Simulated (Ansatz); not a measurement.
Relaxation of AlCl3H2O (7 atoms, charge 0, multiplicity 1), to a largest force component of 0.03 eV/Å in at most 50 steps.

Level of theory: Ansatz, RKS B3LYP/6-31G*.

```xyz
7
Properties=species:S:1:pos:R:3
Al -0.663 -0.766 -0.327
Cl 2.001 1.521 -0.688
Cl 0.349 -2.470 -0.969
Cl -2.305 0.007 -1.373
H 1.598 1.124 0.499
O -0.186 -0.047 1.261
H -0.794 0.631 1.596
```

Task: Where does it end, and by what steps?

Result: It converged. After 21 steps the energy has fallen by 1.435 eV; H5 moved furthest, 1.24 Å. Parted: Cl2–H5 (1.31 → 2.87 Å). Joined: Al1–Cl2 (3.53 → 2.13 Å), H5–O6 (2.27 → 0.98 Å).

```json
{"step": "0", "energy less start (eV)": "0.0000", "largest force component (eV/Å)": "1.727", "accepted": "yes"}
{"step": "1", "energy less start (eV)": "-0.0877", "largest force component (eV/Å)": "0.688", "accepted": "yes"}
{"step": "2", "energy less start (eV)": "-0.1210", "largest force component (eV/Å)": "0.397", "accepted": "yes"}
{"step": "3", "energy less start (eV)": "-0.1467", "largest force component (eV/Å)": "0.219", "accepted": "yes"}
{"step": "4", "energy less start (eV)": "-0.1700", "largest force component (eV/Å)": "0.609", "accepted": "yes"}
{"step": "5", "energy less start (eV)": "-0.1852", "largest force component (eV/Å)": "0.357", "accepted": "yes"}
{"step": "6", "energy less start (eV)": "-0.2041", "largest force component (eV/Å)": "0.164", "accepted": "yes"}
{"step": "7", "energy less start (eV)": "-0.2098", "largest force component (eV/Å)": "0.190", "accepted": "yes"}
{"step": "8", "energy less start (eV)": "-0.2148", "largest force component (eV/Å)": "0.172", "accepted": "yes"}
{"step": "9", "energy less start (eV)": "-0.2172", "largest force component (eV/Å)": "0.144", "accepted": "yes"}
{"step": "10", "energy less start (eV)": "-0.2206", "largest force component (eV/Å)": "0.124", "accepted": "yes"}
{"step": "11", "energy less start (eV)": "-0.2379", "largest force component (eV/Å)": "0.492", "accepted": "yes"}
{"step": "12", "energy less start (eV)": "-0.2978", "largest force component (eV/Å)": "0.692", "accepted": "yes"}
{"step": "13", "energy less start (eV)": "-0.4591", "largest force component (eV/Å)": "1.243", "accepted": "yes"}
{"step": "14", "energy less start (eV)": "-0.8857", "largest force component (eV/Å)": "1.060", "accepted": "yes"}
{"step": "15", "energy less start (eV)": "-1.1723", "largest force component (eV/Å)": "2.197", "accepted": "yes"}
{"step": "16", "energy less start (eV)": "-1.3504", "largest force component (eV/Å)": "0.498", "accepted": "yes"}
{"step": "17", "energy less start (eV)": "-1.3476", "largest force component (eV/Å)": "1.237", "accepted": "no"}
{"step": "18", "energy less start (eV)": "-1.3992", "largest force component (eV/Å)": "0.227", "accepted": "yes"}
{"step": "19", "energy less start (eV)": "-1.4275", "largest force component (eV/Å)": "0.073", "accepted": "yes"}
{"step": "20", "energy less start (eV)": "-1.4345", "largest force component (eV/Å)": "0.044", "accepted": "yes"}
{"step": "21", "energy less start (eV)": "-1.4353", "largest force component (eV/Å)": "0.011", "accepted": "yes"}
```

```xyz
7
Properties=species:S:1:pos:R:3
Al 0.014 -0.341 -0.734
Cl 1.559 0.968 -1.394
Cl 0.425 -2.410 -0.766
Cl -1.993 0.253 -1.127
H 0.735 0.853 1.354
O 0.060 0.172 1.176
H -0.801 0.505 1.491
```

Run time: 66 s on 2 threads of Arm Neoverse V1, with other jobs on the host, peak memory 0.21 GiB.
